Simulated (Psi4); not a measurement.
HZn (SMILES [ZnH+]), charge +1, singlet, geometry from GFN2-xTB (such geometries of metal compounds can be far from the true shape). Base run: HF/def2-SV(P) (Psi4 1.11).

Psi4 was given this input:
```
memory 2 GB

molecule {
1 1
Zn   -0.00000000   -0.00000000   -0.04856787
H     0.00000000    0.00000000    1.45703598
}

set {
  basis def2-sv(p)
}

energy('scf')
print_variables()
```

The base run was repeated with changes; each row names its change, and settings that it needs were set with it.

```
change              basis functions       E (Eh)  core-seconds (rough)
------------------  ---------------  -----------  --------------------
base                             26  -1777.82220                     3
basis = 6-31G                    31   (withheld)                     3
basis = 3-21G                    31  -1769.39736                     4
basis = pcseg-1                  36  -1777.83342                     3
basis = def2-SVPD        (withheld)   (withheld)                     4
basis = 6-31G**          (withheld)   (withheld)                     3
basis = cc-pVDZ                  48  -1778.10805                    20
basis = def2-TZVP                54  -1778.06848                     4
basis = def2-TZVPD       (withheld)   (withheld)                     3
basis = pcseg-2                  70  -1778.07895                     4
basis = cc-pVTZ                  82  -1778.10983                    20
basis = def2-QZVP               114  -1778.11094                     4
basis = cc-pVQZ                 134  -1778.11179                    50
```

### Question
Complete the blanks.

### Answer

- basis = 6-31G, E (Eh): -1777.74984
- basis = def2-SVPD, basis functions: 42
- basis = def2-SVPD, E (Eh): -1777.82825
- basis = 6-31G**, basis functions: 44
- basis = 6-31G**, E (Eh): -1777.75711
- basis = def2-TZVPD, basis functions: 60
- basis = def2-TZVPD, E (Eh): -1778.06858

Totals compare only among sets that treat the same electrons; sets with core potentials leave the core out.
